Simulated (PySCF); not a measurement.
Species: CH₅BO₂S.
Atom-mapped SMILES: `[OH:1][B:2]([OH:3])[CH2:4][SH:5]` (hydrogens: H6 on O1; H7 on O3; H8, H9 on C4; H10 on S5)

Geometry (PBE0-D3(BJ)/def2-SVP, Å), atoms numbered from 1 in this order:
```
atom  x, y, z in Å
O1    -0.375    0.741   -1.220
B2    -0.544   -0.038   -0.113
O3    -1.651   -0.797    0.122
C4     0.607   -0.042    0.966
S5     2.236   -0.394    0.224
H6    -1.087    0.716   -1.865
H7    -2.330   -0.762   -0.558
H8     0.639    0.913    1.517
H9     0.432   -0.838    1.703
H10    2.125    0.481   -0.798
```

Theory: PBE0-D3(BJ)/def2-SVP geometry optimisation, gas phase (PySCF).

Take the most abundant isotopes and a rigid rotor. The values belong to one conformer with, in the numbering `[OH:1][B:2]([OH:3])[CH2:4][SH:5]`, H–O1–B2–O3 -2°, O1–B2–O3–H 1°, O1–B2–C4–S5 -52°, B2–C4–S5–H 48°.

(1) What are A, B and C (MHz)?

(2) What kind of rotor is it?

(3) Is it planar, by Δ = Ic − Ia − Ib?

(4) Give the other two planar moments, Paa and Pbb, and the rms extents of the mass along the axes.

(5) Which lines would a microwave search look for?

(6) Estimate the classical rotational partition function at 100 K, 200 K and 500 K.

Answers

(1) Ia = 65.31, Ib = 225.11, Ic = 267.70 u·Å²; 505379 MHz·u·Å²/I gives A = 7738, B = 2245, C = 1888 MHz.

(2) An asymmetric top. Ray's parameter κ = (2B − A − C)/(A − C) = -0.878; −1 is the prolate and +1 the oblate limit.

(3) Not planar: Δ = Ic − Ia − Ib = -22.72 u·Å². For a rigid frame Δ = −2 Σ m c², so Σ m c² = 11.36 u·Å² lies off the ab plane: 3.49 from hydrogen and 7.87 from heavier atoms. The atom farthest from that plane is 1.71 Å away.

(4) Paa = Σ m a² = (Ib + Ic − Ia)/2 = 213.75 and Pbb = Σ m b² = (Ia + Ic − Ib)/2 = 53.95 u·Å². With the mass M = 92.01 u, the rms extents √(P/M) along a, b and c are 1.52, 0.77, 0.35 Å.

(5) The dipole components are |μa| = 3.72 D, |μb| = 1.51 D, |μc| = 0.11 D. Intensities carry the squares of the components, which stand as 1.00 : 0.17 : 0.00 (a : b : c). Some lines, for components of 0.1 D or more:

```tsv
type	branch	J(Ka,Kc)	MHz	lower level (cm⁻¹)
a	Q	1(1,0) ← 1(1,1)	357	0.321
c	Q	3(1,3) ← 3(0,3)	4674	0.824
a	Q	5(1,4) ← 5(1,5)	5344	2.164
a	R	2(1,2) ← 1(1,1)	7908	0.321
b	R	1(1,1) ← 0(0,0)	9626	0.000
b	R	4(0,4) ← 3(1,3)	11691	0.980
a	R	3(1,2) ← 2(1,1)	12924	0.621
b	R	2(1,2) ← 1(0,1)	13401	0.138
a	R	4(2,3) ← 3(2,2)	16518	1.584
b	Q	5(2,4) ← 5(1,5)	19754	2.164
a	R	5(1,4) ← 4(1,3)	21478	1.626
c	R	2(2,1) ← 1(1,1)	25459	0.321
b	Q	4(3,2) ← 4(2,3)	28413	2.135
c	Q	5(4,2) ← 5(3,2)	39641	3.774
c	Q	4(4,1) ← 4(3,1)	39667	3.083
c	R	5(3,2) ← 4(2,2)	48893	2.143
b	Q	5(5,0) ← 5(4,1)	51008	5.096
```

(6) Point group C1, symmetry number σ = 1; q = (√π/σ)·√((kT/h)³/(ABC)), k/h = 20836.6 MHz/K: 29400 at 100 K, 83300 at 200 K, 329000 at 500 K.

No frequency check. No vibrational averaging or centrifugal distortion is included, and the geometry carries the error of its method. Quadrupole hyperfine structure (11B) is left out.

The run took 12 s of wall time on one thread of an AMD EPYC 9R45, no GPU, shared host with 96 logical CPUs at a one-minute load of 56, and the process peaked at 0.41 GiB of memory. These figures are those of the optimisation.
